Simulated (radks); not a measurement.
The numbers below are computed, except where a source is named.
Problem. Spherical quantum dot in the effective-mass picture: electrons in a parabolic well V = omega^2 r^2 / 2 with omega = 0.915, with a point charge +1 (a donor) at the centre, all in effective atomic units (hartree* = m*/eps^2 hartree, bohr* = eps/m* bohr), one dielectric constant everywhere. Level of theory: non-relativistic Kohn-Sham, LDA (Slater exchange, Perdew-Wang correlation), spin-polarised, spherical densities (a radial shooting solver with Libxc functionals). Levels are named by radial order and angular momentum (1s, 1p, 1d, 2s, ...), and open shells are averaged over m. Results are scaled to m* = 0.09 and eps = 13.9, for which hartree* = 12.68 meV and bohr* = 8.173 nm. At N = 33 the configuration is 1s2 1p6 1d10 2s2 1f(up 7, down 6). Does electron 34 go into 2p down or 1f down or 2p up?

Solution. Into 1f down. The total energies of the other choices lie higher by 0.786 meV (2p up), 0.848 meV (2p down).
